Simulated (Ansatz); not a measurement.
`CCc1ccc(CCc2ccc(CC)cc2)cc1`: single points at one geometry.

```yaml
crystal:
  periodic: [false, false, false]
  atoms:
    - {symbol: C, position_ang: [6.582733, 0.647378, 0.938814]}
    - {symbol: C, position_ang: [6.188430, 0.252089, -0.487957]}
    - {symbol: C, position_ang: [4.695364, 0.116091, -0.656036]}
    - {symbol: C, position_ang: [3.904215, 1.218663, -1.014627]}
    - {symbol: C, position_ang: [2.516682, 1.104907, -1.123916]}
    - {symbol: C, position_ang: [1.869400, -0.116233, -0.879285]}
    - {symbol: C, position_ang: [0.368855, -0.226669, -0.948754]}
    - {symbol: C, position_ang: [-0.311407, 0.088235, 0.401618]}
    - {symbol: C, position_ang: [-1.811337, -0.024706, 0.323957]}
    - {symbol: C, position_ang: [-2.456852, -1.248816, 0.557730]}
    - {symbol: C, position_ang: [-3.841792, -1.369135, 0.424730]}
    - {symbol: C, position_ang: [-4.631343, -0.270900, 0.049882]}
    - {symbol: C, position_ang: [-6.133044, -0.385847, -0.034361]}
    - {symbol: C, position_ang: [-6.817773, -0.077005, 1.301246]}
    - {symbol: C, position_ang: [-3.985437, 0.953144, -0.183519]}
    - {symbol: C, position_ang: [-2.600497, 1.073773, -0.050658]}
    - {symbol: C, position_ang: [2.659520, -1.217428, -0.514659]}
    - {symbol: C, position_ang: [4.047087, -1.103319, -0.405517]}
    - {symbol: H, position_ang: [6.129454, 1.611756, 1.219369]}
    - {symbol: H, position_ang: [7.675860, 0.740660, 1.040457]}
    - {symbol: H, position_ang: [6.234412, -0.103980, 1.665684]}
    - {symbol: H, position_ang: [6.570288, 1.006621, -1.197287]}
    - {symbol: H, position_ang: [6.676041, -0.701980, -0.753095]}
    - {symbol: H, position_ang: [4.387357, 2.179626, -1.224723]}
    - {symbol: H, position_ang: [1.922443, 1.977113, -1.419190]}
    - {symbol: H, position_ang: [0.076728, -1.243706, -1.262497]}
    - {symbol: H, position_ang: [-0.028026, 0.463317, -1.713316]}
    - {symbol: H, position_ang: [0.083563, -0.601855, 1.167128]}
    - {symbol: H, position_ang: [-0.021636, 1.105783, 0.716000]}
    - {symbol: H, position_ang: [-1.862102, -2.121959, 0.849225]}
    - {symbol: H, position_ang: [-4.322532, -2.335557, 0.614290]}
    - {symbol: H, position_ang: [-6.511462, 0.303075, -0.809278]}
    - {symbol: H, position_ang: [-6.405890, -1.404480, -0.360306]}
    - {symbol: H, position_ang: [-6.581015, 0.945475, 1.636859]}
    - {symbol: H, position_ang: [-6.475278, -0.768877, 2.087480]}
    - {symbol: H, position_ang: [-7.913011, -0.165834, 1.220260]}
    - {symbol: H, position_ang: [-4.579855, 1.826289, -0.475577]}
    - {symbol: H, position_ang: [-2.119368, 2.039929, -0.240670]}
    - {symbol: H, position_ang: [2.178286, -2.183971, -0.326972]}
    - {symbol: H, position_ang: [4.642927, -1.981646, -0.132557]}
basis:
  gaussian: {orbitals: def2-TZVP, fitting: {mean_field: def2-universal-jkfit}, initial_orbitals: start.molden}
hamiltonian: {xc: pbe0, dispersion: d4}
scf: {omitted_lower_state_checks: [starts]}
output: {orbitals: {seedname: orbitals}}
```

The file start.molden holds the orbitals of an earlier run on this structure, at another level or in another basis.

```sh
$ ansatz run in.yaml --threads 2 --pin off --events-out ev --progress --plain --max-ram 22528MiB --backend cuda --devices 0, --max-vram 18GiB
```

Shortened log:

```
Functional definition: PBE0
1746 factors; integrals over basis functions are off by at most 3.5e-1 eV
mean field evaluation 1: about -19000.4890 eV, gradient 2.0e2 eV
mean field evaluation 2: about -19009.1644 eV, gradient 7.3e0 eV
mean field evaluation 4: about -19009.2189 eV, gradient 2.8e-1 eV
mean field evaluation 8: about -19009.2190 eV, gradient 1.0e-5 eV
mean field -19009.21903859 eV, -698.5759147567 hartree, gradient 1.0e-5 eV, S^2 0.000000; 0 other end points of the search recorded, 0 dependent functions left out
reference -19009.21910347 eV, -698.5759171412 hartree; 65, 65 occupied and 625, 625 virtual orbitals, 1746 factors
Total energy: -19010.27788639 eV, -698.6148266957 hartree
Checks for a lower state left out: starts
```

Hardware: 2 threads of AMD EPYC 7R13 on a shared host and a share (18 GiB) of an NVIDIA H100 80GB HBM3. Wall time 4.5 s.

First input, but with `hamiltonian: {xc: {name: wB97M-V}}` (abridged; 7.5 s):

```
Functional definition: wB97M-V
mean field -19023.63534558 eV, -699.1057042670 hartree, gradient 1.8e-5 eV, S^2 0.000000
Total energy: -19023.63544481 eV, -699.1057079136 hartree
Checks for a lower state left out: starts
```

As the first input, with `hamiltonian: {xc: pbe, dispersion: d4}` (abridged; 4.6 s):

```
Functional definition: PBE
mean field -19006.67600183 eV, -698.4824598796 hartree, gradient 2.5e-5 eV, S^2 0.000000
Total energy: -19007.91187911 eV, -698.5278775319 hartree
Checks for a lower state left out: starts
```

The first input with `gaussian: {orbitals: def2-SVP, initial_orbitals: start.molden}`, `hamiltonian: {xc: {name: LC-wPBE, parameters: {omega: 0.15/bohr}}}` (abridged; 3.5 s):

```
Functional definition: LC-wPBE
mean field -18992.48394325 eV, -697.9609113463 hartree, gradient 1.2e-5 eV, S^2 0.000000
Total energy: -18992.48394334 eV, -697.9609113497 hartree
Checks for a lower state left out: starts
```

First input, but with `gaussian: {orbitals: def2-SVP, initial_orbitals: start.molden}`, `hamiltonian: {xc: {name: LC-wPBE, parameters: {omega: 0.3/bohr}}}` (abridged; 3.6 s):

```
Functional definition: LC-wPBE
mean field -18997.34834713 eV, -698.1396748918 hartree, gradient 8.7e-6 eV, S^2 0.000000
Total energy: -18997.34834715 eV, -698.1396748927 hartree
Checks for a lower state left out: starts
```

Geometry: r2SCAN-D4/def2-SVP.

Single mean-field runs in def2-TZVP are fitted with def2-universal-jkfit.
